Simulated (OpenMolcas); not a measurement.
**Xe6+: CASPT2 settings compared**

```yaml
Program: OpenMolcas
Basis: ANO-RCC-VTZP [7s6p4d2f1g]
Scalar_Hamiltonian: X2C, point nucleus
Active_space: 2 electrons in 8 orbitals (5s 5p 6s 6p)
State_averaging: 2S+1 = 1 even, 1 root; 2S+1 = 3 even, 3 roots kept (CI in the orbitals of an earlier block, 0 in the spin-orbit step); 2S+1 = 1 odd, 3 roots; 2S+1 = 3 odd, 3 roots kept (CI in the orbitals of an earlier block)
Spin-orbit_coupling: state interaction with AMFI integrals over the reference wave functions, term energies averaged over their components
```

Methods on the same reference wave functions:
A. CASSCF
B. SS-CASPT2, IPEA 0.35 Eh, real shift 0.2 Eh (closed shells correlated: 4d)
C. SS-CASPT2, IPEA 0.1 Eh, imaginary shift 0.25 Eh (closed shells correlated: 4s 4p 4d)
D. XMS-CASPT2, IPEA 0 Eh, imaginary shift 0.25 Eh (closed shells correlated: 4d)

Energies in cm-1 above 5s2 1S0, the measured ground level; measured values from Saloman, J. Phys. Chem. Ref. Data 33, 765 (2004).

| Level | A | B | C | D | Measured |
| --- | --- | --- | --- | --- | --- |
| 5s2 1S0 | 0.0 | 0.0 | 0.0 | 0.0 | 0.0 |
| 5s 5p 3P* 0 | 93113 | 96794 | 97196 | 96411 | 96141 |
| 5s 5p 3P* 1 | 97520 | 100827 | 101207 | 100407 | 100451 |
| 5s 5p 3P* 2 | 109025 | 112706 | 113108 | 112323 | 113676 |
| 5s 5p 1P* 1 | 154217 | 141470 | 141202 | 139958 | 143259 |

Deviations, from unrounded energies. A percentage is the sum of absolute deviations over the sum of measured energies, with the sign that they share, or ± where signs differ.

```csv
Against measurement,Levels,A,B,C,D
mean absolute deviation (cm-1),4,5400,950,1100,1200
other configurations (%),4,±4.8,±0.8,±1.0,±1.1
```

B lies closest to measurement on these levels and A furthest from it. The largest miss of B in the table is 5s 5p 1P* 1, by -1800 cm-1. The ranking rests on the paired levels alone, and a cruder setting can come out closer through cancelling errors.

Among B to D the level of the table that moves most is 5s 5p 1P* 1, by 1500 cm-1 (lowest in D, highest in B).

The lowest spin-free term lies below A's lowest term by 0.417 hartree in B, 0.573 hartree in C, 0.418 hartree in D.

Some high roots are left out of the spin-orbit mixing, which shifts the levels that they would mix with. Terms from blocks run as CI alone lack orbitals of their own. Active for correlation alone: 6p 6s; no level in the range computed is led by a configuration that fills them, so any true level of that kind is missing. Measured partners are found by configuration, term and J. A level has none where our copy of the source lacks it or the pairing is in doubt (some pairs that miss far off the trend of their configuration count as doubtful), and it then counts in no deviation. Levels of configurations outside the active space are missing.

* marks odd parity.
